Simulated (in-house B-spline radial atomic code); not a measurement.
Values are calculated unless marked as measured or tabulated.
Making a Troullier-Martins s channel for Fe, r_c = 0.8 bohr

Fe, [Ar] 3d6 4s2, non-relativistic LDA (VWN5), spherical and spin-unpolarised, from an all-electron radial atomic-structure program (B-spline basis) (atomic units). The all-electron 3s level is ε = -3.360622 hartree, its outermost node lies just inside 0.34 bohr and its outer maximum at 0.71 bohr.

Inside r_c the pseudo-orbital is u(r) = r^1 exp(p(r)), with p = c0 + c2 r² + c4 r⁴ + … + c12 r¹². The seven coefficients follow from p and its first four derivatives at r_c, from zero curvature of the screened potential at the origin, c4 = −c2²/(2l + 5), and from the norm inside r_c. At r_c the all-electron orbital has P = 1.192674, P' = -0.7913974, the screened potential V = -6.038594, V' = 16.85791, V'' = -62.82684, and the norm inside is Q = 0.5153047.

Q: What are p, p' and p'' at r_c?

A: p = ln(P/r_c^1) = ln(1.192674/0.8) = 0.39934. p' = P'/P − 1/r_c = -0.66355 − 1.25000 = -1.91355. The radial equation gives p'' = 2(V − ε) − 2(1) p'/r_c − p'² = -5.35594 − (-4.78387) − 3.66167 = -4.23374. Differentiating, p''' = 2V' + 2(1)p'/r_c² − 2(1)p''/r_c − 2p'p'' = 22.117, and p'''' = 2V'' − 4(1)p'/r_c³ + 4(1)p''/r_c² − 2(1)p'''/r_c − 2p''² − 2p'p''' = -143.66.

For a trial c2 the five matching conditions are linear in c0, c6, c8, c10 and c12, and c2 is varied until the norm inside r_c equals Q. The root nearest zero gives:

```json
{"n": "0", "c_n": "0.04670957"}
{"n": "2", "c_n": "3.713922"}
{"n": "4", "c_n": "-2.758644"}
{"n": "6", "c_n": "-20.75758"}
{"n": "8", "c_n": "49.49688"}
{"n": "10", "c_n": "-44.40127"}
{"n": "12", "c_n": "14.70454"}
```

Q: Check c4 and p(r_c), and find the screened pseudopotential at the origin.

A: −c2²/5 = -2.75864, as listed. The terms c_n r_c^n are 0.04671, 2.37691, -1.12994, -5.44148, 8.30420, -4.76755, 1.01049, which sum to 0.39934. Inverting the radial equation, V_l(r) = ε + 1 p'/r + (p'' + p'²)/2, so V_l(0) = ε + (2l + 3) c2 = -3.360622 + 3 × (3.71392) = 7.7811 hartree, finite where the all-electron potential diverges.

Orbitals and screened potentials:

| r (bohr) | P | u | V all-electron | V pseudo |
| --- | --- | --- | --- | --- |
| 0.08 | -0.02504 | 0.08583 | -247.0 | 7.76 |
| 0.2 | -0.6468 | 0.2418 | -71.94 | 7.016 |
| 0.32 | -0.07642 | 0.4683 | -34.76 | 3.52 |
| 0.44 | 0.6376 | 0.778 | -20.12 | -3.261 |
| 0.56 | 1.075 | 1.081 | -12.8 | -8.92 |
| 0.68 | 1.227 | 1.227 | -8.607 | -8.717 |
| 0.8 | 1.193 | 1.193 | -6.039 | -6.039 |

Logarithmic derivatives P'/P at R = 1.1 bohr, for energies E around ε:

```json
{"E − ε (hartree)": "-0.5", "all-electron": "-0.648398", "pseudo": "-0.649535"}
{"E − ε (hartree)": "-0.25", "all-electron": "-1.11575", "pseudo": "-1.11611"}
{"E − ε (hartree)": "-0.1", "all-electron": "-1.4402", "pseudo": "-1.44027"}
{"E − ε (hartree)": "0", "all-electron": "-1.67915", "pseudo": "-1.67915"}
{"E − ε (hartree)": "0.1", "all-electron": "-1.93933", "pseudo": "-1.93942"}
{"E − ε (hartree)": "0.25", "all-electron": "-2.3768", "pseudo": "-2.37744"}
{"E − ε (hartree)": "0.5", "all-electron": "-3.27039", "pseudo": "-3.27391"}
```

Q: With P(R) = 0.8162426 and a norm of 0.8297066 inside R, what slope in energy does norm conservation fix?

A: d(P'/P)/dE = −2 × (norm inside R)/P(R)² = -2.4907 per hartree·bohr at E = ε, for both atoms, since orbital and norm agree at R. Differences over ±0.1 hartree give -2.4957 (all-electron) and -2.4957 (pseudo), which also hold third-order terms. Half a hartree below ε the two curves differ by -0.0011.
